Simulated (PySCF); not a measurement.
Computed IR spectrum (relative IR intensity) of a molecule C6H4O2. Geometry: PBE-D3(BJ)/def2-SVP. Other conformers were not sampled. Computed with PBE-D3(BJ)/def2-SVP run with PySCF. No scaling factor is applied to the harmonic values.

Lines under 2 % of the strongest are left out, and lines within 2 cm⁻¹ are merged.

```tsv
ν (cm⁻¹)	relative intensity
96	3.7
403	7.5
888	22
912	6.3
1036	17
1281	27
1320	2.6
1607	7.7
1703	100
```

### Question
Which molecule gave these data?
A. C#Cc1ccc(O)o1
B. C#Cc1cocc1O
C. O=C1C=CC(=O)C=C1
D. C#Cc1ccoc1O

### Answer
C, O=C1C=CC(=O)C=C1
